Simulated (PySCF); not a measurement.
# Frontier levels across methods

Compound: C₄H₅FSi.
Cartesian coordinates in Å at the PBE0-D3(BJ)/def2-SVP level; atoms count from 1:
```
atom  x, y, z in Å
F1    -2.348    1.537   -0.382
C2    -1.237    0.835   -0.194
C3    -0.048    1.388    0.107
C4     1.053    0.419    0.270
C5     0.788   -0.897    0.111
Si6   -1.028   -1.047   -0.294
H7     0.104    2.465    0.223
H8     2.052    0.796    0.516
H9     1.557   -1.664    0.218
H10   -1.852   -1.770    0.720
H11   -1.340   -1.586   -1.651
```

Basis pcSseg-2 throughout (PySCF), one geometry. Geometry: PBE0-D3(BJ)/def2-SVP; no solvent, vibrations or thermal averaging.

Q: How do the orbital energies, the gap and the dipole change with the method?

A: 
| method | kind | HOMO (eV) | LUMO (eV) | gap (eV) | μ (D) | SCF cycles |
| --- | --- | --- | --- | --- | --- | --- |
| BLYP | GGA | -5.49 | -2.39 | 3.09 | 1.27 | 17 |
| B97-D | GGA | -5.57 | -2.44 | 3.14 | 1.26 | 17 |
| OPBE | GGA | -5.64 | -2.47 | 3.16 | 1.20 | 17 |
| KT2 | GGA | -5.64 | -2.53 | 3.11 | 1.26 | 17 |
| KT3 | GGA | -5.64 | -2.50 | 3.14 | 1.27 | 17 |
| PBE | GGA | -5.66 | -2.55 | 3.11 | 1.24 | 16 |
| BP86 | GGA | -5.74 | -2.63 | 3.11 | 1.24 | 16 |
| LDA | LDA | -5.86 | -2.76 | 3.10 | 1.28 | 16 |
| B97-2 | global hybrid | -6.45 | -1.70 | 4.75 | 1.40 | 14 |
| B3LYP | global hybrid | -6.48 | -1.85 | 4.63 | 1.42 | 14 |
| PBE0 | global hybrid | -6.70 | -1.67 | 5.03 | 1.41 | 14 |
| mPW1PW91 | global hybrid | -6.72 | -1.68 | 5.04 | 1.42 | 14 |
| BHandHLYP | global hybrid | -7.57 | -0.63 | 6.94 | 1.58 | 12 |
| CAM-B3LYP | range-separated hybrid | -7.96 | -0.54 | 7.42 | 1.50 | 13 |
| wB97X-D | range-separated hybrid | -8.49 | 0.11 | 8.60 | 1.44 | 14 |
| HF | Hartree–Fock | -8.84 | 1.92 | 10.76 | 1.70 | 12 |
| LC-wPBE | range-separated hybrid | -9.30 | 0.53 | 9.84 | 1.52 | 15 |

The HOMO spans 3.82 eV, from BLYP down to LC-wPBE, and the gap runs from 3.09 eV (BLYP) to 10.76 eV (HF). Over the methods BLYP (0 %), B97-D (0 %), OPBE (0 %), KT2 (0 %), KT3 (0 %), PBE (0 %), BP86 (0 %), LDA (0 %), B97-2 (21 %), B3LYP (20 %), PBE0 (25 %), mPW1PW91 (25 %), BHandHLYP (50 %), HF (100 %), a straight line through the gap against the share of exact exchange rises by 0.76 eV for each 10 % (correlation coefficient 1.000). The dipole ranges from 1.20 D (OPBE) to 1.70 D (HF). This basis has no diffuse functions.
